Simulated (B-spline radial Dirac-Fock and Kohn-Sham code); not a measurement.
**Sr 4s: cross section and angular parameters**

System: atomic strontium, configuration [Kr] 5s2; threshold 45.69 eV (orbital energy of the model). These are calculated numbers from a B-spline atomic structure program; the model is Dirac-Hartree-Slater photoionisation with a Latter tail; cross sections with all multipoles, angular parameters from the dipole term and its interference with E2.

| hν (eV) | σ (kb) | β | γ |
| --- | --- | --- | --- |
| 60 | 196 | 1.963 | -0.172 |
| 75.3 | 217 | 1.979 | -0.002 |
| 80 | 217 | 1.981 | 0.032 |
| 91.9 | 207 | 1.985 | 0.096 |
| 117 | 175 | 1.989 | 0.178 |
| 133 | 155 | 1.991 | 0.208 |
| 172 | 117 | 1.993 | 0.247 |
| 200 | 96.4 | 1.994 | 0.258 |
| 219 | 85.4 | 1.994 | 0.261 |
| 317 | 50.5 | 1.995 | 0.246 |
| 391 | 36.8 | 1.996 | 0.220 |
| 507 | 24.5 | 1.996 | 0.173 |
| 600 | 18.7 | 1.996 | 0.135 |
| 800 | 11.6 | 1.997 | 0.065 |
| 1070 | 7.10 | 1.997 | -0.006 |
| 1370 | 4.60 | 1.997 | -0.053 |
| 1430 | 4.26 | 1.997 | -0.059 |
| 1486.9 | 3.97 | 1.997 | -0.064 |
| 1610 | 3.44 | 1.997 | -0.072 |
| 1900 | 2.53 | 1.997 | -0.079 |
| 2190 | 1.94 | 1.998 | -0.071 |
| 2400 | 1.63 | 1.998 | -0.058 |
| 2580 | ? | ? | ? |
| 4000 | 0.591 | 1.998 | 0.130 |
| 4870 | 0.393 | 1.998 | 0.262 |
| 5220 | 0.340 | 1.998 | 0.317 |
| 5300 | 0.329 | 1.998 | 0.330 |
| 6000 | 0.252 | 1.998 | 0.440 |
| 9940 | 0.0821 | 1.997 | 1.025 |

Task: Give the values at 2580 eV.

Result: σ = 1.41 kb, β = 1.998, γ = -0.044. For an s subshell δ is negligible.
